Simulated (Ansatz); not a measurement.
`BB(N)[SiH3]` + PH₃ → `[SiH3]P` + `BBN` at 700 K and 1 bar (cleavage of the Si–B bond).

Computed with Ansatz on PBE0-D4/def2-TZVP structures; ΔE is electronic, products minus reactants. CCSD(T)/CBS adds triple-zeta CCSD(T) − MP2 to the extrapolated MP2 energy (def2 sets, frozen cores). This one scheme is used for every species. One conformer a species, not always the lowest.

```json
{"species": "`BB(N)[SiH3]`", "CCSD(T)/CBS energy (Eh)": "-397.57337", "H − E (kJ/mol)": "280.7", "S (J/(mol·K))": "463.5"}
{"species": "PH₃", "CCSD(T)/CBS energy (Eh)": "-342.72256", "H − E (kJ/mol)": "91.5", "S (J/(mol·K))": "248.3"}
{"species": "`[SiH3]P`", "CCSD(T)/CBS energy (Eh)": "-633.00997", "H − E (kJ/mol)": "162.4", "S (J/(mol·K))": "357.3"}
{"species": "`BBN`", "CCSD(T)/CBS energy (Eh)": "-107.29684", "H − E (kJ/mol)": "211.1", "S (J/(mol·K))": "354.6"}
```

H − E and S are ideal-gas, rigid-rotor, harmonic terms from PBE0-D4/def2-TZVP, for one conformer and one mirror image of each species. 1 Eh = 2625.50 kJ/mol, R = 8.31446 J/(mol·K).

Problem. By hand: ΔE, ΔH, ΔS and ΔG.

Solution. ΔE = (-633.00997) + (-107.29684) − (-397.57337) − (-342.72256) = -0.01088 Eh = -28.6 kJ/mol. Δ(H − E) = 162.4 + 211.1 − 280.7 − 91.5 = 1.3, so ΔH = -27.3 kJ/mol. ΔS = 357.3 + 354.6 − 463.5 − 248.3 = 0.1 J/(mol·K). ΔG = -27.3 − 700 × (0.1)/1000 = -27.4 kJ/mol.

Problem. By hand: the equilibrium constant, and the temperature at which ΔG would vanish if ΔH and ΔS stayed fixed.

Solution. log₁₀ K = −ΔG/(RT ln 10) = 2.0. ΔH and −TΔS have one sign here, so there is no such temperature.

The number of gas molecules stays the same, so ΔS is small and ΔH decides. A doubt of 5 kJ/mol in ΔE shifts log₁₀ K by 0.4 here. Other conformers and mirror images would add mixing entropy, several J/(mol·K) or more a flexible species. Modes under 60 cm⁻¹, often nearly free rotors, make the harmonic entropy too high. These are equilibria of isolated gas molecules and say nothing of rates. Largest T1 diagnostic: 0.014 (customary marks: 0.02 for closed shells, 0.045 for open ones).

ΔS is within the doubt of such terms, so its sign, and with it that verdict, could turn.
